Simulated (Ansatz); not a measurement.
A made-up structure of MgAlH2ClO, singlet:

```
6
angstrom
O -0.9290 1.3679 -0.8178
Al 0.0325 0.6776 0.4122
Mg 0.5928 -1.9249 -0.0320
Cl 1.0604 -4.0442 -0.3788
H 0.7509 1.7585 1.2033
H 0.4541 1.6410 1.6178
```

It is relaxed with PBE-D4/def2-SVP and then PBE0-D4/def2-TZVP (Ansatz 0.2.0). Atoms count as bonded within 1.22 times the sum of their covalent radii (H–H: 0.88 Å). The end point is not checked to be a true minimum.

Q: Does its bonding change? (Judge from chemistry; the calculation decides.)

A: Computed: Yes. Formed: none; broken: Al2–H5, Al2–H6.

Where it ends: The first stage lowers the energy by 3.80 eV in 31 steps. It ends as a complex of MgAlClO ([O][Al][Mg][Cl]) + H₂:
| atom | x (Å) | y (Å) | z (Å) |
| --- | --- | --- | --- |
| O1 | 0.2357 | 1.0077 | 0.6648 |
| Al2 | 0.3361 | -0.5104 | 0.1712 |
| Mg3 | 0.5041 | -3.0533 | -0.6584 |
| Cl4 | 0.6406 | -5.1150 | -1.3309 |
| H5 | 0.1374 | 3.2202 | 1.4522 |
| H6 | 0.1077 | 3.9266 | 1.7059 |

Labels in which every atom is bracketed show which atoms are joined, not bond orders.

For scale, one of the runs: PBE0-D4/def2-TZVP relaxation, 149 basis functions, launched by `ansatz run in.yaml --threads 2 --pin off --events-out ev --progress --plain --max-ram 4352MiB`. Hardware: 2 CPU threads of an Arm Neoverse V2, shared host. Wall time about 14 s.
